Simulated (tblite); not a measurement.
silicon atom (Si), triplet; GFN1-xTB in tblite.

Here is a job for tblite.
```
$ tblite run mol.xyz --method gfn1 --charge 0 --spin 2 --guess eeq --json tblite.json --no-restart

# file mol.xyz
1

Si     0.00000000     0.00000000     0.00000000
```

Output, abridged:

```
xTB calculator
 | screened Coulomb repulsion
 | Coulomb electrostatics
 |  * isotropic Klopman-Ohno-Mataga-Nishimoto electrostatics
 |  * onsite third-order electrostatics
 | DFT-D3(BJ) dispersion correction

halogen bonding energy    0.0000000000000E+00 Eh
repulsion energy          0.0000000000000E+00 Eh
dispersion energy         0.0000000000000E+00 Eh
number of electrons       4.0000000000000E+00 e
integral cutoff           2.8146159136829E+01 bohr

------------------------------------------------------------
  cycle        total energy    energy error   density error
------------------------------------------------------------
      1     -1.623448984743  -1.6234490E+00   8.3041454E-10
      2     -1.623448984743   0.0000000E+00   4.9824872E-10
------------------------------------------------------------

electronic energy        -1.6234489847434E+00 Eh
total energy             -1.6234489847434E+00 Eh

Post processing:
 | Mayer-Wiberg bond orders

[Info] JSON dump of results written to 'tblite.json'
```
